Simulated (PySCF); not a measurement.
These compounds are isomers of formula C4H10F2Si2.

A. `C[SiH2]/C=C(\[SiH3])C(F)F`
B. SMILES FC([C@H]1[Si@H](C)C[SiH2]1)F
C. SMILES C[SiH2]/C=C(/[SiH3])C(F)F
D. `C[SiH2]/C(=C/[SiH3])C(F)F`

Spectrum 1. $^{1}$H NMR (400 MHz, computed): δ 7.33 (m, 1H), 6.71 (m, 1H), 4.45 (q, 2H), 4.12 (d, 3H), 0.43 (t, 3H). $^{13}$C{$^{1}$H} NMR (computed): δ 171.7 (C), 151.7 (CH), 122.2 (CH), -3.9 (CH3).

Spectrum 2. $^{1}$H NMR (400 MHz, computed): δ 6.51 (m, 1H), 5.09 (m, 1H), 5.09 (m, 1H), 4.76 (m, 1H), 1.44 (m, 1H), 0.74 (m, 1H), 0.37 (d, 3H), 0.31 (m, 1H). $^{13}$C{$^{1}$H} NMR (computed): δ 123.7 (CH), 30.4 (CH), -1.2 (CH3), -3.2 (CH2).

Spectrum 3. $^{1}$H NMR (400 MHz, computed): δ 7.12 (m, 1H), 6.10 (m, 1H), 4.59 (m, 2H), 4.33 (s, 3H), 0.30 (t, 3H). $^{13}$C{$^{1}$H} NMR (computed): δ 157.2 (C), 155.5 (CH), 128.2 (CH), -6.7 (CH3).

Spectrum 4. $^{1}$H NMR (400 MHz, computed): δ 7.07 (m, 1H), 6.50 (m, 1H), 4.64 (m, 2H), 4.28 (s, 3H), 0.30 (t, 3H). $^{13}$C{$^{1}$H} NMR (computed): δ 164.6 (C), 156.7 (CH), 122.0 (CH), -7.5 (CH3).

- geometry from GFN2-xTB
- shielding tensors at PBE0/pcSseg-1 (GIAO)
- code: PySCF 2.14
- equivalent nuclei averaged, one computed conformer, isolated molecule, non-relativistic Hamiltonian

δ = σ(ref) − σ, references computed at the same level: TMS for $^{1}$H, $^{13}$C. Splittings of carbon signals by F and P are missing where no couplings were computed. Where no couplings were computed, multiplicities follow the n + 1 count of equivalent neighbours, and m marks all less simple cases (inequivalent or close neighbours, rings, F or P nearby). Shifts are as computed. Against solution values, carbons near 30 ppm lie about +3 ppm off and those near 130 ppm about +5 ppm. Of 1211 compounds with measured shifts, 218 miss one by over three times the rms of a fit or turn the order of signals round; such compounds aren't used in these exercises.

Match each spectrum to its structure.

Answers

1–D, 2–B, 3–A, 4–C.

- Spectrum 1 (D): 4 $^{13}$C signals; δC 151.7 is an alkene CH; δC 122.2 is an allylic sp3 CH bonded to 2 F.
- Spectrum 2 (B): 4 $^{13}$C signals; δC 123.7 is an sp3 CH bonded to 2 F; δC -1.2 is a methyl carbon bonded to Si.
- Spectrum 3 (A): 4 $^{13}$C signals; δC 157.2 is a fully substituted alkene carbon; δC 155.5 is an alkene CH.
- Spectrum 4 (C): 4 $^{13}$C signals; δC 164.6 is a fully substituted alkene carbon; δC 156.7 is an alkene CH.
